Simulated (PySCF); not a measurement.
ClF2HSi. Atoms are numbered in the order given.

```xyz
5

Si    -0.4217    -0.3654     0.0000
F     -1.1043     0.2947     1.2957
F     -1.1043     0.2947    -1.2957
Cl     1.5544     0.0957     0.0000
H     -0.6444    -1.8159     0.0000
```
Charge 0, spin multiplicity 1.

Geometry: ωB97X-D3(BJ)/def2-SVP.

Computed with TDDFT-ωB97X/def2-SVPD run with PySCF 2.14.0.

Vertical excitations.  State labels are in the subgroup Cs.

Computed excitation energies, oscillator strengths and character:
```csv
state,symmetry,energy (eV),λ (nm),f,main pairs
S1,A',9.24,134,0.075,"HOMO→LUMO 51 %, HOMO→LUMO+2 35 %"
S2,A",9.25,134,0.015,"HOMO−1→LUMO 44 %, HOMO−1→LUMO+2 24 %, HOMO→LUMO+1 19 %"
S3,A",9.43,132,0.030,"HOMO→LUMO+1 72 %, HOMO−1→LUMO 12 %"
S4,A',9.72,128,0.004,HOMO−1→LUMO+1 70 %
S5,A",10.10,123,0.004,"HOMO−1→LUMO+2 45 %, HOMO−1→LUMO+7 17 %, HOMO−1→LUMO 16 %, HOMO−1→LUMO+3 12 %"
S6,A",10.25,121,0.033,HOMO−2→LUMO+1 88 %
S7,A',10.27,121,0.049,"HOMO→LUMO+3 21 %, HOMO→LUMO+2 20 %, HOMO−2→LUMO 12 %, HOMO−1→LUMO+1 11 %"
S8,A',10.39,119,0.103,"HOMO→LUMO+3 46 %, HOMO→LUMO 19 %, HOMO−2→LUMO+2 11 %, HOMO→LUMO+2 9 %"
S9,A',10.52,118,0.096,HOMO−2→LUMO+2 71 %
S10,A",10.53,118,0.071,"HOMO−1→LUMO+3 62 %, HOMO−1→LUMO 15 %, HOMO−1→LUMO+8 11 %"
T1,A',8.61,144,0,"HOMO→LUMO 43 %, HOMO→LUMO+2 39 %"
T2,A",8.72,142,0,"HOMO−1→LUMO 49 %, HOMO−1→LUMO+2 31 %"
T3,A",9.06,137,0,"HOMO→LUMO+1 76 %, HOMO−2→LUMO+1 14 %"
T4,A',9.23,134,0,HOMO−1→LUMO+1 71 %
```
Triplets are in the Tamm–Dancoff approximation, which puts them higher than full response would, so one can lie above its singlet here.
